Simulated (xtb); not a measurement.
C7H9O (SMILES Cc1ccc([OH2+])cc1), charge +1, singlet, from a rough starting geometry; GFN2-xTB in xtb.

Input for xtb:
```
$ xtb mol.xyz --gfn 2 --chrg 1 --opt vtight --json

# file mol.xyz
17

C      2.66527882     0.17093029     0.31155866
C      1.19534891     0.08183702     0.17754820
C      0.51285017     1.07451959    -0.37152113
C     -0.96197655     1.00430360    -0.59193310
C     -1.49017118    -0.19888059    -0.15445087
O     -3.04036775    -0.32617064    -0.31275009
C     -0.83801363    -1.21705290     0.40515280
C      0.48204807    -1.11718721     0.60190433
H      2.95965880    -0.37869383     1.18299745
H      2.92338939     1.13846965     0.42425635
H      3.11153134    -0.19383536    -0.53487247
H      0.91803200     1.95223889    -0.70607811
H     -1.47256729     1.78804174    -0.98498247
H     -3.27482920    -0.27007238    -1.24351416
H     -3.53596183     0.33467081     0.21830044
H     -1.36702408    -2.12928662     0.72146727
H      1.08415446    -1.90576681     1.01746763
```

The log (banner, timings and long lists left out):

```
   ID    Z sym.   atoms
    1    6 C      1-5, 7, 8
    2    8 O      6
    3    1 H      9-17

           -------------------------------------------------
          |                Calculation Setup                |
           -------------------------------------------------

           -------------------------------------------------
          |                 G F N 2 - x T B                 |
           -------------------------------------------------

          ...................................................
          :                      SETUP                      :
          :.................................................:
          :  # basis functions                  41          :
          :  # atomic orbitals                  41          :
          :  # shells                           25          :
          :  # electrons                        42          :
          :  max. iterations                   250          :
          :  Hamiltonian                  GFN2-xTB          :
          :  restarted?                      false          :
          :  GBSA solvation                  false          :
          :  PC potential                    false          :
          :  electronic temp.          300.0000000     K    :
          :  accuracy                    1.0000000          :
          :  -> integral cutoff          0.2500000E+02      :
          :  -> integral neglect         0.1000000E-07      :
          :  -> SCF convergence          0.1000000E-05 Eh   :
          :  -> wf. convergence          0.1000000E-03 e    :
          :  Broyden damping             0.4000000          :
          :  net charge                          1          :
          :  unpaired electrons                  0          :
          ...................................................

 iter      E             dE          RMSdq      gap      omega  full diag
   1    -23.5370485 -0.235370E+02  0.409E+00    4.20       0.0  T
   2    -23.5637959 -0.267475E-01  0.273E+00    4.17       1.0  T
   3    -23.5571640  0.663194E-02  0.117E+00    4.02       1.0  T
   4    -23.5700908 -0.129268E-01  0.323E-01    3.97       1.0  T
   5    -23.5709288 -0.838018E-03  0.121E-01    4.00       1.0  T
   6    -23.5710290 -0.100148E-03  0.608E-02    4.01       1.0  T
   7    -23.5710500 -0.209835E-04  0.241E-02    4.01       1.0  T
   8    -23.5710556 -0.566158E-05  0.885E-03    4.01       2.7  T
   9    -23.5710559 -0.311882E-06  0.347E-03    4.01       7.0  T
  10    -23.5710560 -0.357091E-07  0.157E-03    4.01      15.4  T
  11    -23.5710560 -0.170544E-07  0.451E-04    4.01      53.8  T
  12    -23.5710560 -0.449297E-09  0.144E-04    4.01     168.5  T

   *** convergence criteria satisfied after 12 iterations ***

         :::::::::::::::::::::::::::::::::::::::::::::::::::::
         ::                     SUMMARY                     ::
         :::::::::::::::::::::::::::::::::::::::::::::::::::::
         :: total energy             -23.128802064518 Eh    ::
         :: gradient norm              0.236860355416 Eh/a0 ::
         :: HOMO-LUMO gap              4.012775751352 eV    ::
         ::.................................................::
         :: SCC energy               -23.571046148790 Eh    ::
         :: -> isotropic ES            0.101324467493 Eh    ::
         :: -> anisotropic ES         -0.005992775327 Eh    ::
         :: -> anisotropic XC          0.012793745090 Eh    ::
         :: -> dispersion             -0.011063127764 Eh    ::
         :: repulsion energy           0.442244084272 Eh    ::
         :: add. restraining           0.000000000000 Eh    ::
         :: total charge               1.000000000000 e     ::
         :::::::::::::::::::::::::::::::::::::::::::::::::::::

      -----------------------------------------------------------
     |                   =====================                   |
     |                        A N C O P T                        |
[...]
 * total energy  :   -23.1626807 Eh     change       -0.1014700E-04 Eh
 * total energy  :   -23.1626880 Eh     change       -0.7311583E-05 Eh
 * total energy  :   -23.1626929 Eh     change       -0.4972697E-05 Eh
 * total energy  :   -23.1626982 Eh     change       -0.5217298E-05 Eh
 * total energy  :   -23.1627005 Eh     change       -0.2369356E-05 Eh
 * total energy  :   -23.1627017 Eh     change       -0.1145041E-05 Eh
 * total energy  :   -23.1627019 Eh     change       -0.2548614E-06 Eh
 * total energy  :   -23.1627023 Eh     change       -0.4197399E-06 Eh
 * total energy  :   -23.1627025 Eh     change       -0.2042543E-06 Eh
 * total energy  :   -23.1627028 Eh     change       -0.2729709E-06 Eh
 * total energy  :   -23.1627030 Eh     change       -0.1392298E-06 Eh
 * total energy  :   -23.1627030 Eh     change       -0.5842490E-07 Eh
   *** GEOMETRY OPTIMIZATION CONVERGED AFTER 68 ITERATIONS ***
         :: total energy             -23.162703019687 Eh    ::
[...]
      -------------------------------------------------------------
                  HL-Gap            0.1604880 Eh            4.3671 eV
             Fermi-level           -0.4709852 Eh          -12.8162 eV

     #   Z          covCN         q      C6AA      α(0)
     1   6 C        3.759    -0.129    23.027     6.841
     2   6 C        2.964     0.045    26.979     8.520
     3   6 C        2.932    -0.025    28.617     8.773
     4   6 C        2.912    -0.044    29.085     8.843
     5   6 C        2.850     0.094    25.918     8.344
     6   8 O        2.445    -0.221    17.628     5.670
     7   6 C        2.912    -0.044    29.083     8.843
     8   6 C        2.932    -0.024    28.613     8.772
     9   1 H        0.925     0.074     2.039     2.233
    10   1 H        0.925     0.078     1.996     2.209
    11   1 H        0.925     0.088     1.898     2.154
    12   1 H        0.926     0.087     1.912     2.162
    13   1 H        0.926     0.074     2.041     2.234
    14   1 H        0.803     0.393     0.498     1.109
    15   1 H        0.803     0.393     0.498     1.109
    16   1 H        0.926     0.074     2.042     2.235
    17   1 H        0.926     0.086     1.916     2.164

 Mol. C6AA /au·bohr⁶  :       2697.342423
 Mol. C8AA /au·bohr⁸  :      64648.480762
 Mol. α(0) /au        :         82.217233

Wiberg/Mayer (AO) data.
largest (>0.10) Wiberg bond orders for each atom

 ---------------------------------------------------------------------------
     #   Z sym  total        # sym  WBO       # sym  WBO       # sym  WBO
 ---------------------------------------------------------------------------
     1   6 C    3.987 --     2 C    1.044     9 H    0.978    10 H    0.969
                            11 H    0.948
     2   6 C    3.982 --     8 C    1.399     3 C    1.394     1 C    1.044
     3   6 C    3.985 --     4 C    1.443     2 C    1.394    12 H    0.963
                             7 C    0.104
     4   6 C    3.985 --     3 C    1.443     5 C    1.409    13 H    0.960
                             8 C    0.103
     5   6 C    3.793 --     7 C    1.414     4 C    1.409     6 O    0.798
     6   8 O    2.521 --    14 H    0.826    15 H    0.826     5 C    0.798
     7   6 C    3.985 --     8 C    1.436     5 C    1.414    16 H    0.960
                             3 C    0.104
     8   6 C    3.985 --     7 C    1.436     2 C    1.399    17 H    0.962
                             4 C    0.103
     9   1 H    0.994 --     1 C    0.978
    10   1 H    0.994 --     1 C    0.969
    11   1 H    0.992 --     1 C    0.948
    12   1 H    0.992 --     3 C    0.963
    13   1 H    0.994 --     4 C    0.960
    14   1 H    0.845 --     6 O    0.826
    15   1 H    0.845 --     6 O    0.826
    16   1 H    0.994 --     7 C    0.960
    17   1 H    0.992 --     8 C    0.962
 ---------------------------------------------------------------------------

Topologies differ in total number of bonds
Writing topology from bond orders to xtbtopo.mol

molecular dipole:
                 x           y           z       tot (Debye)
 q only:       -3.219      -0.023      -0.067
   full:       -3.638       0.027       0.009       9.248
molecular quadrupole (traceless):
                xx          xy          yy          xz          yz          zz
 q only:       29.022       1.277     -11.959       2.441      -4.020     -17.062
  q+dip:       31.286       0.960     -11.299       1.696      -6.834     -19.987
   full:       31.025       0.722     -12.262       1.314      -5.086     -18.763

optimized geometry written to: xtbopt.xyz

           -------------------------------------------------
          | TOTAL ENERGY              -23.162703019687 Eh   |
          | GRADIENT NORM               0.000067650887 Eh/α |
          | HOMO-LUMO GAP               4.367099615833 eV   |
           -------------------------------------------------

normal termination of xtb
```
